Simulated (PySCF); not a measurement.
**Cost of excited-state runs on `C=[CH][Al@H-]([CH3])[N+]#C[SiH3]`, C4H10AlNSi**

Geometry:
```json
{"atom": "C1", "x (Å)": "-1.284", "y (Å)": "-2.227", "z (Å)": "-0.767"}
{"atom": "C2", "x (Å)": "-0.697", "y (Å)": "-1.494", "z (Å)": "0.178"}
{"atom": "Al3", "x (Å)": "-1.199", "y (Å)": "0.419", "z (Å)": "0.537"}
{"atom": "C4", "x (Å)": "-2.472", "y (Å)": "1.393", "z (Å)": "-0.648"}
{"atom": "N5", "x (Å)": "0.660", "y (Å)": "0.997", "z (Å)": "0.193"}
{"atom": "C6", "x (Å)": "1.788", "y (Å)": "0.817", "z (Å)": "0.338"}
{"atom": "Si7", "x (Å)": "3.610", "y (Å)": "0.445", "z (Å)": "0.560"}
{"atom": "H8", "x (Å)": "-2.025", "y (Å)": "-1.795", "z (Å)": "-1.426"}
{"atom": "H9", "x (Å)": "-1.070", "y (Å)": "-3.276", "z (Å)": "-0.942"}
{"atom": "H10", "x (Å)": "0.047", "y (Å)": "-2.013", "z (Å)": "0.792"}
{"atom": "H11", "x (Å)": "-1.096", "y (Å)": "0.833", "z (Å)": "2.045"}
{"atom": "H12", "x (Å)": "-2.866", "y (Å)": "2.295", "z (Å)": "-0.165"}
{"atom": "H13", "x (Å)": "-3.345", "y (Å)": "0.784", "z (Å)": "-0.910"}
{"atom": "H14", "x (Å)": "-2.037", "y (Å)": "1.722", "z (Å)": "-1.599"}
{"atom": "H15", "x (Å)": "3.830", "y (Å)": "-0.850", "z (Å)": "-0.078"}
{"atom": "H16", "x (Å)": "3.839", "y (Å)": "0.430", "z (Å)": "2.000"}
{"atom": "H17", "x (Å)": "4.311", "y (Å)": "1.533", "z (Å)": "-0.118"}
```

PySCF with density fitting, on 1 thread of an Arm Neoverse V1, shared host. Command: `OMP_NUM_THREADS=1 python excited_run.py task.json out`

Task: How long does this run take, and how much memory?
- magnetisability and related constants, KT3/pcSseg-1; isotopologues; writes grids

Result: 
```
                                  run         level  basis functions  wall time  peak memory (GiB)
magnetisability and related constants  KT3/pcSseg-1              183       54 s                0.7
```
Times from a shared host are rough.
